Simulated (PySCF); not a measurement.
# What the low excited states add to the polarisability

C₆H₇N₂P.
Atom-mapped SMILES: `[CH:1]#[C:2][CH2:3][n:4]1[n:5][cH:6][p:7][c:8]1[CH3:9]` (hydrogens: H10 on C1; H11, H12 on C3; H13 on C6; H14, H15, H16 on C9)

Geometry (GFN2-xTB, Å), atoms numbered from 1 in this order:
```xyz
16
C6H7N2P angstrom
C      2.1230   -1.8000    1.1028
C      1.5478   -1.2505    0.2092
C      0.8314   -0.5473   -0.8404
N      0.1008    0.5868   -0.3195
N      0.5472    1.7954   -0.6134
C     -0.2044    2.7063   -0.0579
P     -1.5516    2.1060    0.8961
C     -0.9934    0.5215    0.4659
C     -1.5804   -0.7923    0.8449
H      2.6419   -2.2920    1.8703
H      1.5458   -0.1496   -1.5672
H      0.1432   -1.2366   -1.3436
H      0.0411    3.7414   -0.2149
H     -0.8392   -1.4190    1.3423
H     -1.9419   -1.3261   -0.0365
H     -2.4190   -0.6350    1.5181
```

Theory: TDDFT wB97X-D/def2-SVPD, vertical, gas phase, core orbitals frozen in the response in PySCF 2.14.0, density-fitted response routines.

Excitation energies and transition dipoles (atomic units, axes of the coordinates) of those of the lowest 8 singlets that add 0.02 au or more to the mean polarisability:

```
state  ΔE (hartree)     μx      μy      μz
   S1        0.2079  0.356  -1.052  -0.169
   S2        0.2170  0.141   0.003   0.212
   S3        0.2199  0.198  -0.016  -0.213
   S7        0.2456  0.777   0.163  -0.464
   S8        0.2513  0.221   0.031   0.323
```

Task: What does each state add to αxx, αyy and αzz, and how do the sums compare with the full static tensor?

Result: Each state adds 2 μα² / ΔE.

| state | αxx (au) | αyy (au) | αzz (au) |
| --- | --- | --- | --- |
| S1 | 1.22 | 10.66 | 0.28 |
| S2 | 0.18 | 0.00 | 0.42 |
| S3 | 0.36 | 0.00 | 0.41 |
| S7 | 4.91 | 0.22 | 1.75 |
| S8 | 0.39 | 0.01 | 0.83 |
| all 8 states | 7.1 | 10.9 | 3.7 |
| full response | 102.5 | 120.1 | 87.6 |
| share (%) | 7 | 9 | 4 |

The rest comes from the higher roots of the same response equations.

Task: Give the full tensor and its principal values.

Result: In au, rows and columns x, y, z:
```
x   102.5 -14.1  -7.8
y   -14.1 120.1  -4.3
z    -7.8  -4.3  87.6
```
Principal values 81.6, 100.7 and 127.9 au; mean 103.4 au (15.32 Å³).

Task: By how much does the contribution of these states grow at 589.3 nm?

Result: With ω = 0.0773 hartree each state's term in the mean polarisability goes from f / ΔE² to f / (ΔE² − ω²), f = (2/3) ΔE |μ|²; the sum over all 8 states goes from 7.23 to 8.25 au, a rise of 1.01 au.

A one-level model with all 46 active electrons at a single energy would need ΔE = √(N/α) = 18.2 eV to give this α, against S1 at 5.66 eV.

One conformer stands for the species.
